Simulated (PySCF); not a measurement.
```xyz
12

S      2.6766    -0.9259    -0.6532
C      1.0341    -0.3926    -0.2306
C      0.5454     0.8132    -0.7865
C     -0.7477     1.2161    -0.4429
C     -1.5073     0.4196     0.4314
C     -0.9219    -0.7560     0.9226
N      0.3187    -1.1601     0.6043
H      2.5892    -2.0455     0.1175
H      1.1683     1.4115    -1.4678
H     -1.1618     2.1487    -0.8561
H     -2.5282     0.7027     0.7255
H     -1.4813    -1.4128     1.6125
```

Charge 0, multiplicity 1.

Question: Give the Mulliken and meta-Löwdin atomic charges from PBE-D3(BJ)/def2-TZVP // PBE-D3(BJ)/def2-SVP run with PySCF 2.14.0.

Answer: 
```tsv
atom	Mulliken (e)	meta-Löwdin (e)
S1	-0.18	-0.01
C2	0.17	0.04
C3	-0.16	-0.15
C4	-0.11	-0.09
C5	-0.09	-0.16
C6	-0.07	0.00
N7	-0.19	-0.26
H8	0.16	0.12
H9	0.12	0.13
H10	0.12	0.13
H11	0.12	0.13
H12	0.11	0.12
```
